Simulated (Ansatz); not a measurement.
`C#[C][Al]([NH2])[F]` + NH₃ → `C#[C][Al]([NH2])[NH2]` + H–F at 700 K and 1 bar (ligand exchange at the Al–F bond).

Calculated with Ansatz (gas phase, PBE0-D4/def2-TZVP geometries, no zero-point term in ΔE). CCSD(T)/CBS is the MP2 limit (def2-TZVPP, def2-QZVPP) plus CCSD(T) − MP2 in def2-TZVPP, frozen cores. This one scheme is used for every species. Each species was taken in one conformer, which may not be the lowest.

| species | CCSD(T)/CBS energy (Eh) | H − E (kJ/mol) | S (J/(mol·K)) |
| --- | --- | --- | --- |
| `C#[C][Al]([NH2])[F]` | -474.49892 | 194.5 | 440.6 |
| NH₃ | -56.50880 | 116.9 | 226.5 |
| `C#[C][Al]([NH2])[NH2]` | -430.57498 | 266.9 | 470.8 |
| H–F | -100.39570 | 45.2 | 198.5 |

H − E and S are ideal-gas, rigid-rotor, harmonic terms from PBE0-D4/def2-TZVP, for one conformer and one mirror image of each species. 1 Eh = 2625.50 kJ/mol, R = 8.31446 J/(mol·K).

Question: By hand: ΔE, ΔH, ΔS and ΔG.

Answer: ΔE = (-430.57498) + (-100.39570) − (-474.49892) − (-56.50880) = 0.03704 Eh = 97.2 kJ/mol. Δ(H − E) = 266.9 + 45.2 − 194.5 − 116.9 = 0.7, so ΔH = 97.9 kJ/mol. ΔS = 470.8 + 198.5 − 440.6 − 226.5 = 2.2 J/(mol·K). ΔG = 97.9 − 700 × (2.2)/1000 = 96.4 kJ/mol.

Question: By hand: the equilibrium constant, and the temperature at which ΔG would vanish if ΔH and ΔS stayed fixed.

Answer: log₁₀ K = −ΔG/(RT ln 10) = -7.2. ΔG = 0 at ΔH/ΔS = 44500 K, far beyond where these terms or the molecules hold.

The number of gas molecules stays the same, so ΔS is small and ΔH decides. A doubt of 5 kJ/mol in ΔE shifts log₁₀ K by 0.4 here. Other conformers and mirror images would add mixing entropy, several J/(mol·K) or more a flexible species. These are equilibria of isolated gas molecules and say nothing of rates. Largest T1 diagnostic: 0.013 (customary marks: 0.02 for closed shells, 0.045 for open ones).
